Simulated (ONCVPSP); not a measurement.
# Transferability test, ONCV potential for lanthanum

* Element: La (Z = 57)
* Generator: ONCVPSP 4.0.1
* Type: optimised norm-conserving Vanderbilt (ONCV)
* Functional: PBE
* Relativity: scalar-relativistic
* Frozen core: [Kr] 4d10
* Valence charge: 11
* Reference configuration: 5s2 5p6 5d1 6s2
* Partial waves: 5s+6s: rc 2.65 bohr, ncon 4, nbas 8, qcut 4 1/bohr, 2 projectors; 5p: rc 2.80 bohr, ncon 5, nbas 9, qcut 4.1 1/bohr, 3 projectors, debl 1.5 Ha; 5d: rc 2.85 bohr, ncon 3, nbas 6, qcut 3 1/bohr, 2 projectors, debl 2 Ha; f scattering state at 0.03 Ha: rc 2.95 bohr, ncon 3, nbas 8, qcut 4 1/bohr, 3 projectors, debl 0.6 Ha
* Local potential: polynomial inside 2.35 bohr (lpopt 4, dvloc0 -1 Ha)
* Core correction: none

In the f channel the program set the typed energies aside and used -0.160, 0.440, 1.040 Ha.

Energies are relative to the spin-unpolarised reference configuration 5s2 5p6 5d1 6s2; without spin polarisation the order of configurations can differ from experiment.

```json
{"valence configuration": "5s2 5p6 5d1 6s1", "charge": "+1", "ΔE all-electron (eV)": "5.966", "error AE − PS (meV)": "-1.7"}
{"valence configuration": "5s2 5p6 5d1 6s0", "charge": "+2", "ΔE all-electron (eV)": "16.854", "error AE − PS (meV)": "-7.6"}
{"valence configuration": "5s2 5p6 5d0 6s0", "charge": "+3", "ΔE all-electron (eV)": "35.804", "error AE − PS (meV)": "+20"}
{"valence configuration": "5s2 5p6 5d1 6s1.5", "charge": "+0.5", "ΔE all-electron (eV)": "2.400", "error AE − PS (meV)": "-0.5"}
```

Levels in the configuration 5s2 5p6 5d0 6s0:

```csv
level,all-electron (eV),pseudo (eV)
5s,-61.665,-61.616
5p,-44.743,-44.698
```
